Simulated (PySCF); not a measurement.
**SrH⁺: energy against distance**

Set-up: PySCF, scalar-relativistic core potentials, basis sets Sr def2-SVPD with ECP28, H def2-SVPD. Energies in eV from Sr⁺ + H in their ground configurations at the same level. State: ¹Σ⁺ (singlet), closed shell.

Curves on a restricted Hartree–Fock reference rise too fast on stretching and do not dissociate correctly.

```tsv
R (Å)	TPSSh	RHF	TPSS
1.755	-2.008	-0.587	-2.040
1.837	-2.225	-0.848	-2.257
1.919	-2.353	-1.014	-2.385
1.980	-2.402	-1.087	-2.434
2.041	-2.417	-1.125	-2.450
2.102	-2.405	-1.131	-2.439
2.184	-2.354	-1.101	-2.389
2.286	-2.247	-1.013	-2.285
2.408	-2.074	-0.852	-2.116
2.572	-1.798	-0.577	-1.845
```

Put a parabola through the three lowest points of the TPSSh curve and estimate Re, k and ωe (reduced mass 0.9964 u; 1 eV/Å² = 0.16022 mdyn/Å; ωe = 1302.8·√(k/μ) cm⁻¹).

Through R = 1.98, 2.041, 2.102 Å the second-order coefficient is 3.63 eV/Å², so Re ≈ 2.044 Å, k ≈ 1.16 mdyn/Å and ωe ≈ 1407 cm⁻¹. A polynomial fit of higher order to the unrounded TPSSh energies gives Re = 2.043 Å, k = 1.17 mdyn/Å, ωe = 1411 cm⁻¹; anharmonicity and rounding make the difference.

The higher-order fit for each curve: TPSSh: Re = 2.043 Å, ωe = 1411 cm⁻¹, De = 2.42 eV; RHF: Re = 2.086 Å, ωe = 1399 cm⁻¹, De = 1.13 eV; TPSS: Re = 2.044 Å, ωe = 1402 cm⁻¹, De = 2.45 eV.

For an ion De counts to the pair picked by the measured ionisation energies or electron affinities, which need not be the lowest pair at this level. Where the molecule has an RHF reference, its open-shell atoms are computed with UHF.
